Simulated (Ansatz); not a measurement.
Geometry optimisation, RKS PBE-D4/def2-SVP (Ansatz).

input.yaml

```yaml
crystal:
  periodic: [false, false, false]
  atoms:
    - { symbol: B, position_ang: [0.016988, -0.508532, -0.476979] }
    - { symbol: Cl, position_ang: [0.016019, 0.146937, 2.517898] }
    - { symbol: Cl, position_ang: [1.53816, 0.260332, -0.883281] }
    - { symbol: Cl, position_ang: [-1.526193, 0.217756, -0.878296] }
    - { symbol: F, position_ang: [0.034919, -1.729911, 0.050333] }
    - { symbol: H, position_ang: [0.040407, -1.115782, 2.081025] }
basis:
  gaussian: { orbitals: def2-SVP }
hamiltonian:
  xc: pbe
  dispersion: d4
relax:
  f_tol: 0.03
  max_steps: 50
```

Run as:

```bash
$ ansatz run input.yaml --threads 2 --pin off --max-ram 3072MiB --backend cpu --events-out ev --progress --plain --runs-dir out
```

Problem. Where does it end, and by what steps?

Solution. It converged. After 6 steps the energy has fallen by 0.040 eV; Cl2 moved furthest, 0.18 Å.

```tsv
step	energy less start (eV)	largest force component (eV/Å)	accepted
0	0.0000	0.960	yes
1	0.0415	1.133	no
2	-0.0268	0.618	yes
3	-0.0279	0.329	yes
4	-0.0360	0.327	yes
5	-0.0396	0.083	yes
6	-0.0398	0.021	yes
```

```xyz
6
Properties=species:S:1:pos:R:3
B 0.017 -0.504 -0.576
Cl 0.019 0.107 2.695
Cl 1.536 0.261 -0.989
Cl -1.525 0.217 -0.981
F 0.036 -1.699 0.013
H 0.036 -1.112 2.249
```

Time of the run: 16 s on 2 threads of Arm Neoverse N1 (shared host), peak memory 0.12 GiB.
